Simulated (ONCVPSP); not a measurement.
Potentials for silicon compared

Generated with ld1.x 7.5 (TM, RRKJ, ultrasoft, PAW), atompaw 4.2 or ONCVPSP 4.0.1. The cutoff is in Ry: for ld1.x and atompaw files where the sum of valence levels is converged to 10 mRy in a Bessel basis, for ONCV files where the hardest occupied wave has 1 mHa per electron of residual kinetic energy. The error is the largest all-electron minus pseudo excitation energy over each file’s own four to seven test configurations (ionisations up to +4, promotions, holes and added fractions of an electron), all of which were solved. The labels leave out finer settings (local radius, basis sizes, second energies), which also bear on the numbers. Spin-polarised tests are not counted. The rows are a selection from randomly drawn settings: files with unsolved tests, undetermined cutoffs or missed reference levels are left out.

```tsv
potential	cutoff (Ry)	largest error (meV)	bound ghosts
ONCV, PBE, non-relativistic, rc 1.95/2.20/2.35 (spd), local smoothed, core correction yes, reference 3s2 3p2, qcut 3.1/3.4/4.3, projectors 2/2/2	28	-52	none
ONCV, PBE, scalar-relativistic, rc 1.10/0.95 (sp), local smoothed, core correction yes, reference 2s2 2p6 3s1.5 3p2.5, qcut 11.9/17.8, projectors 2/3	213	+3.5	none
ONCV, LDA (Perdew-Wang 92), scalar-relativistic, rc 1.85/1.85 (sp), local s, core correction yes, reference 3s2 3p1.75, qcut 4/4.4, projectors 0/1	16	+55	none
```

(1) Fill in the row for Si: ONCV, PBEsol, scalar-relativistic, rc 1.70/1.60/1.60 (spd), local p, core correction yes, reference 3s2, qcut 3.5/5/5.2, projectors 2/0/2.

(2) Fill in the row for Si: ONCV, LDA (Perdew-Zunger), scalar-relativistic, rc 1.85/1.40/1.45 (spd), local p, core correction yes, reference 3s2 3p0.5, qcut 4.4/5.8/7.9, projectors 2/0/3.

(3) Fill in the row for Si: ONCV, PBEsol, scalar-relativistic, rc 1.75/2.00 (sp), local smoothed, core correction no, reference 3s1 3p3, qcut 2.9/4.1, projectors 2/1.

## Answers

(1) cutoff 29 Ry, largest error +186 meV, bound ghosts: none.

(2) cutoff 68 Ry, largest error +5.8 meV, bound ghosts: none.

(3) cutoff 55 Ry, largest error +12 meV, bound ghosts: none.
